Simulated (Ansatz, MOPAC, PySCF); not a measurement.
Pair of molecules: CH3F (SMILES CF) (first 5 atoms) with H2 (SMILES [H][H]); geometry from B3LYP-D3(BJ)/def2-TZVP, rigid monomers moved along the line of their centres of mass till F2···H6 is 2.29 Å.
(charge 0, multiplicity 1):
```xyz
7

C     -0.44483    -0.67094    -0.35147
F     -0.20249     0.62267     0.09831
H      0.10372    -0.82652    -1.28112
H     -0.10544    -1.37532     0.40876
H     -1.51572    -0.78802    -0.52143
H      0.17089     0.27061     2.33447
H      0.26125    -0.05562     2.99796
```

Counterpoise-corrected where a basis set is named; no monomer relaxation. Rows marked so take none.

Correlated levels freeze the cores. CBS(a, b) extrapolates the correlation energy as X⁻³ and adds the Hartree–Fock energy of set b. Rows in 3-21G, 6-311+G**, 6-31G*, STO-3G carry no dispersion term and start afresh at each structure (6-31G* with six Cartesian d functions). MP2/6-31G* freezes PySCF's default core. The state that PM3 reach isn't checked.

The values were computed with Ansatz (Gaussian basis) for Hartree–Fock, density functionals and correlated methods; MOPAC for PM3 (differences of heats of formation); PySCF for 3-21G rows, 6-311+G** rows, 6-31G* rows, STO-3G rows, the dispersion terms. 

Other levels give for the interaction energy: PBE/def2-TZVPPD -10.0; B3LYP/def2-TZVPPD 8.9; B3LYP-D3(BJ)/def2-TZVPPD -14.4; wB97M-V/def2-TZVPPD -14.4; CCSD(T)/CBS(aug-cc-pVDZ, aug-cc-pVTZ) -19.4 meV.

Q: What do these common cheap choices give for the same quantity: PM3, HF/STO-3G (no counterpoise), HF/6-31G*, B3LYP/3-21G (no counterpoise), B3LYP/6-31G*, B3LYP/6-311+G** (no counterpoise), M06-2X/6-31G* (no counterpoise), MP2/6-31G* (no counterpoise)?

A: PM3 22.7; HF/STO-3G (no counterpoise) 2.9; HF/6-31G* 38.2; B3LYP/3-21G (no counterpoise) -163.3; B3LYP/6-31G* 12.2; B3LYP/6-311+G** (no counterpoise) 3.2; M06-2X/6-31G* (no counterpoise) -69.0; MP2/6-31G* (no counterpoise) -44.9 meV. They span -163.3 to 38.2 meV.

Ansatz is a first-principles code.
